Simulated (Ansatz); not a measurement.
Harmonic frequencies (cm⁻¹) at PBE0-D4/def2-TZVP from Ansatz: 42, 138, 182, 290, 311, 493, 637, 642, 858, 911, 934, 935, 978, 1144, 1159, 1375, 1456, 1459, 2206, 2209, 2274, 3020, 3074, 3140.

(1) Which molecule is it?
A. `CC([SiH3])=[Se]`
B. `BNC(=O)S`
C. `BB(C)I`
D. `ClC1=CO[SiH2]1`

Results:

(1) A.
